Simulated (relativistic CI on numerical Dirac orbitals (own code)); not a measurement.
## Hyperfine structure of Ru XV, mass number 101

Method of calculation: Dirac-Coulomb-Breit CI, separate exchange-only KLI orbitals for each configuration, model QED, unscaled Slater integrals (own radial code, finite nucleus).

Configurations in the expansion (outside the closed core [Ar] 3d10): 4s², 4s4p, 4p², 4s4d, 4d², 4s4f, 4p4d, 4f², 4p4f, 4s5s, 4s5p, 4d4f, 4s5d, 4s5f, 4s6s, 4s5g. Levels of other configurations are missing.

Nuclear spin I = 5/2, μ = -0.718 μN, Q = 0.46 b (tables of Stone and Pyykkö). The electronic factors are computed for point nuclear moments, without core polarisation or the Bohr-Weisskopf and QED corrections.

```json
{"Level": "4s4p ³P°1", "E (cm⁻¹)": "234705", "A (MHz)": "-16750", "B (MHz)": "-2440"}
{"Level": "4s4p ³P°2", "E (cm⁻¹)": "265675", "A (MHz)": "-9835", "B (MHz)": "5000"}
{"Level": "4s4p ¹P°1", "E (cm⁻¹)": "341557", "A (MHz)": "1334", "B (MHz)": "4770"}
{"Level": "4p² ³P1", "E (cm⁻¹)": "555237", "A (MHz)": "396.4", "B (MHz)": "2490"}
{"Level": "4p² ¹D2", "E (cm⁻¹)": "556927", "A (MHz)": "-3455", "B (MHz)": "4280"}
{"Level": "4p² ³P2", "E (cm⁻¹)": "595400", "A (MHz)": "-1579", "B (MHz)": "-328"}
{"Level": "4s4d ³D1", "E (cm⁻¹)": "720519", "A (MHz)": "7763", "B (MHz)": "347"}
{"Level": "4s4d ³D2", "E (cm⁻¹)": "723094", "A (MHz)": "-3976", "B (MHz)": "500"}
```

Levels with J = 0, under 50 % of one LS term, or S terms without an open s electron are left out. Small factors come from cancelling terms and can be off by tens of per cent or more.

At this charge energies of transitions that change n are usually good to better than 1 %, and those within a shell (Δn = 0) to a few per cent.

**Question.** Give the hyperfine levels of 4s4p ³P°1 relative to its centre of gravity.

**Answer.** With K = F(F + 1) − I(I + 1) − J(J + 1), E = AK/2 + B[¾K(K + 1) − I(I + 1)J(J + 1)]/[2I(2I − 1)J(2J − 1)]: F = 3/2: 56910, F = 5/2: 18700, F = 7/2: -42480 MHz.

LS names give the leading component of a level, which can be under half, so a name can repeat, a term be missing and a line seem to break the LS rules.
